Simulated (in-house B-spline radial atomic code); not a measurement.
# RPA and G0W0 on B3LYP (VWN-RPA): the oxygen ion O⁵⁺

Configuration [He] 2s1, highest spin, mean-field start B3LYP (VWN-RPA). Computed with an all-electron radial atomic-structure program (B-spline basis): all electrons, non-relativistic, point nucleus, each spin shell either full or empty, empty states to l = 9 with an (l + 1/2)⁻⁴ tail; G0W0 by contour deformation at full frequency.

Command:
```bash
python run_gw.py task.json out
```
Settings (radii: box in bohr, nucleus in fm):
```
Z                        8
electrons                3
configuration            [He] 2s1
hamiltonian              nr
method                   b3lyp
lmax                     9
spin_polarised           True
box_radius               10.43
intervals                44
ion_configuration        1s2
```

Run time, properties included: 1.3 s on 1 thread of Arm Neoverse N1, on a shared host.

Energies (hartree):

```tsv
term	value
mean-field total	-64.22304
Hartree-Fock functional on these orbitals	-64.17679
direct second order	-0.1609
second-order exchange	0.10946
SOSEX correction	0.094183
```

What is the RPA correlation energy, and what remains with SOSEX?

RPA gives -0.14352 hartree (-1.3 eV per electron); RPA + SOSEX gives -0.049333, and the second-order doubles -0.051447 hartree (no singles). SOSEX takes back 66 % of the RPA value.

Quasi-particle levels (eV):

```
  level  occupied  mean field  Σx - vxc     Σc  QP weight     G0W0
  2s up       yes     -130.30     -7.60      ?          ?        ?
1s down       yes     -663.92    -37.07   3.17      0.958  -697.81
  1s up       yes     -665.77    -38.84   3.38      0.936  -701.23
2s down        no     -119.65      9.17  -3.48      0.910  -113.96
```

G0W0 = mean field + (Σx - vxc) + Σc, with Σc (partial-wave tail included) taken at the quasi-particle energy.

Where does G0W0 put 2s up?

At -139.70 eV, with Σc = -1.79 eV and a quasi-particle weight of 0.964. The tabulated removal energy is 138.119 ± 0.0021 eV (NIST, semi-empirical).

What does it cost to remove one electron (to 1s2) by differences of total energies, each species on its own start (correlation terms add to the Hartree-Fock functional)?

B3LYP (VWN-RPA) 138.91 eV, Hartree-Fock functional 137.87 eV, + RPA 139.33 eV, + RPA + SOSEX 137.99 eV, + second order 138.01 eV. Tabulated: 138.119 ± 0.0021 eV (NIST, semi-empirical).
